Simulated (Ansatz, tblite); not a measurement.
Forces on V(NH)Cl3 (VNCl3H) at its PBE-D4/def2-SVP geometry. Charge 0, multiplicity 1.

The xTB rows come from tblite. The restricted singlet is unstable towards broken spin symmetry in Hartree–Fock (as tested in another run); at r2SCAN-D4/def2-TZVP this wasn't settled.

GFN1-xTB (tblite), largest force 1.26 eV/Å:

```xyz
6
positions Å, forces eV/Å
V    -0.030   -0.276    0.270   -0.016   -0.147    0.143
N     0.093    0.867   -0.847    0.097    0.900   -0.878
H     0.172    1.602   -1.564   -0.061   -0.562    0.549
Cl    1.908   -0.469    1.200   -0.271   -0.098   -0.002
Cl   -0.614   -2.092   -0.738    0.064    0.117    0.255
Cl   -1.529    0.369    1.680    0.186   -0.210   -0.066
```

GFN2-xTB (tblite), largest force 1.43 eV/Å:

```
V -0.039 -0.365 0.357
N -0.004 -0.042 0.042
H -0.028 -0.261 0.255
Cl -1.318 0.046 -0.546
Cl 0.386 1.143 0.763
Cl 1.004 -0.520 -0.871
```

r2SCAN-D4/def2-TZVP (Ansatz), largest force 0.66 eV/Å:

```
V -0.010 -0.078 0.075
N 0.051 0.474 -0.462
H -0.047 -0.435 0.424
Cl -0.155 -0.008 -0.051
Cl 0.044 0.120 0.102
Cl 0.116 -0.074 -0.088
```
